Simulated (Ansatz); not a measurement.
Cost and result up the ladder for Ga(OH)3 (GaO₃H₃) (7 atoms). The state is a singlet with charge 0. Geometry: PBE-D4/def2-SVP.

```xyz
7

Ga    0.0000    0.0000    0.0000
O    -1.5698    0.2835   -0.8249
H    -2.1702   -0.4719   -0.6819
O     1.3008    1.2344   -0.0964
H     1.0065    1.9975   -0.6280
O     0.2690   -1.5179    0.9214
H     1.1637   -1.5257    1.3098
```

Ansatz on 4 threads of Arm Neoverse V1 on a shared host. Times are rough, and most runs start from the orbitals of an earlier one. ωB97M-V/def2-TZVP serves as the yardstick here, not as an exact answer. Differences are given only for rows in sets of like size (and for xTB, whose basis is part of the method), since another set adds its own error. Binding counts from free atoms at the same level (Ga doublet, O triplet, H doublet; other spins of the atoms weren't run), without zero-point energy or a counterpoise term.

The 6-31G sets use Cartesian d functions. LC-ωPBE has ω = 0.4 bohr⁻¹. B3LYP takes the VWN-RPA correlation. Correlated methods freeze 12 core orbitals; core or outer-core shells of Ga are correlated, in sets that lack core-valence functions.

Correlated methods converge slowly with the basis.

```
                         level  functions  binding energy per atom (eV)  difference from ωB97M-V/def2-TZVP (eV)
             BLYP-D4/def2-TZVP        159                          3.65                                    0.00
          r2SCAN-D4/def2-TZVPD        201                          3.68                                    0.03
             LC-ωPBE/def2-TZVP        159                          3.65                                    0.00
                      HF/6-31G         62                          2.08                                       –
             ωB97M-V/def2-TZVP        159                          3.65                                    0.00
              B97M-V/def2-TZVP        159                          3.63                                   -0.02
           revPBE-D4/def2-TZVP        159                          3.60                                   -0.05
             PBE0-D4/def2-TZVP        159                          3.59                                   -0.06
PBE-D4/def2-TZVP (with forces)        159                          3.74                                    0.09
               PBE-D4/def2-SVP         89                          3.73                                       –
                 MP2/def2-TZVP        159                          3.72                                    0.06
            CCSD(T)/def2-TZVPP        183                          3.62                                   -0.03
                B3LYP-D4/6-31G         62                          3.41                                       –
           r2SCAN-D4/def2-TZVP        159                          3.67                                    0.02
```

Task: Estimate how long each takes.

Result: HF/6-31G 0.3 s; PBE-D4/def2-SVP 0.6 s; B3LYP-D4/6-31G 0.75 s; revPBE-D4/def2-TZVP 1.1 s; BLYP-D4/def2-TZVP 1.1 s; MP2/def2-TZVP 1.3 s; PBE-D4/def2-TZVP (with forces) 1.4 s; LC-ωPBE/def2-TZVP 1.4 s; PBE0-D4/def2-TZVP 1.5 s; r2SCAN-D4/def2-TZVP 2.3 s; r2SCAN-D4/def2-TZVPD 3.4 s; B97M-V/def2-TZVP 4.1 s; ωB97M-V/def2-TZVP 4.8 s; CCSD(T)/def2-TZVPP 59 s. On shared hardware such times vary by a factor of up to 3.
